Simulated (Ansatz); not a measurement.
Consider the formal exchange of groups at the Si–F bond: `B[SiH](O)F` + BH₃ → `B[SiH](B)O` + H–F.

Calculated with Ansatz (gas phase, PBE0-D4/def2-TZVP geometries, no zero-point term in ΔE). CCSD(T)/CBS adds triple-zeta CCSD(T) − MP2 to the extrapolated MP2 energy (def2 sets, frozen cores). This one scheme is used for every species. Each species was taken in one conformer, which may not be the lowest.

| species | CCSD(T)/def2-TZVPP energy (Eh) |
| --- | --- |
| `B[SiH](O)F` | -491.19424 |
| BH₃ | -26.53831 |
| `B[SiH](B)O` | -417.32564 |
| H–F | -100.34454 |

**Question.** Work out ΔE.

**Answer.** ΔE = (-417.32564) + (-100.34454) − (-491.19424) − (-26.53831) = 0.06237 Eh = +39.1 kcal/mol. CCSD(T)/CBS gives +38.8 kcal/mol.

Largest T1 diagnostic among the species: 0.014.

From BLYP to BHLYP (50 % exact exchange), in def2-TZVPP and without D4, ΔE moves by +4.2 kcal/mol. In def2-TZVPP, CCSD(T) changes the Hartree–Fock value by −8.2 kcal/mol (the triples alone add −1.0 kcal/mol) and MP2 by −6.4 kcal/mol. Leaving LDA and LC-ωPBE aside and taking each functional with its dispersion term where it has one, the values, not all of them listed here, spread over 9.7 kcal/mol, from revPBE-D4 to BHLYP-D4. LDA lies −1.5 kcal/mol from PBE without D4.
